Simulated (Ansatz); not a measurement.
Consider the redistribution: `NC(=O)[SiH3]` + `C=C=C(C)BCl` → `NC(=O)[SiH2]Cl` + `BC(C)=C=C`.

Computed with Ansatz on PBE0-D4/def2-TZVP structures; ΔE is electronic, products minus reactants. CCSD(T)/CBS adds triple-zeta CCSD(T) − MP2 to the extrapolated MP2 energy (def2 sets, frozen cores). Functionals use def2-TZVPP. B3LYP here is the variant with VWN-RPA as its local correlation; programs differ in this. Each species was taken in one conformer, which may not be the lowest.

```csv
level,ΔE (kcal/mol),difference from CCSD(T)/CBS
PBE-D4,1.6,1.4
r2SCAN-D4,0.8,0.6
PBE0-D4,0.9,0.7
ωB97M-V,0.1,-0.1
PBE,1.6,1.4
r2SCAN,0.8,0.6
B3LYP,0.3,0.1
HF/def2-TZVPP,-1.4,-1.6
MP2/def2-TZVPP,1.0,0.8
SCS-MP2/def2-TZVPP,0.6,0.4
CCSD/def2-TZVPP,0.9,0.7
HF/def2-QZVPP,-1.6,-1.8
MP2/def2-QZVPP,0.2,0.0
SCS-MP2/def2-QZVPP,-0.1,-0.3
HF/CBS(def2),-1.7,-1.9
CCSD/CBS(def2),-0.3,-0.5
CCSD(T)/CBS,0.2,0
```

Largest T1 diagnostic among the species: 0.016.

In def2-TZVPP, CCSD(T) changes the Hartree–Fock value by +2.9 kcal/mol (the triples alone add +0.5 kcal/mol) and MP2 by +2.4 kcal/mol.
